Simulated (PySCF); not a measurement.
## N(2+) (nitrogen, charge +2) across methods

[He] 2s2 2p1, 2P determinant. All numbers are calculated (PySCF 2.14, the spin-free X2C one-electron Hamiltonian (Gaussian nucleus), in x2c-QZVPPall with one added diffuse shell each of s, p, d, f type (8s5p4d3f1g, 73 functions)).

```csv
method,E (hartree),mean ε 2s α (eV),mean ε 2s β (eV),mean ε 2p α (eV),Σ⟨r²⟩ (bohr²),⟨S²⟩
M06-2X,-52.9960,-54.320,-51.760,-43.151,4.942,0.751
wB97X-V,-52.9962,-54.833,-52.528,-43.733,4.969,0.751
LDA,-52.5097,-49.602,-47.616,-38.579,4.996,0.751
PBE0,-52.9372,-52.218,-49.737,-41.260,4.953,0.752
TPSSh,-53.0066,-51.213,-48.792,-40.368,4.936,0.752
PBE,-52.9258,-49.746,-47.814,-38.831,4.963,0.751
B3LYP,-52.9959,-51.749,-49.413,-41.004,4.959,0.752
r2SCAN,-52.9621,-50.407,-48.073,-39.787,4.951,0.753
```

(1) Estimate the same row for UHF.

Answers

(1) E (hartree) = -52.85016; mean ε 2s α (eV) = -58.788; mean ε 2s β (eV) = -54.172; mean ε 2p α (eV) = -48.037; Σ⟨r²⟩ (bohr²) = 4.964; ⟨S²⟩ = 0.754.
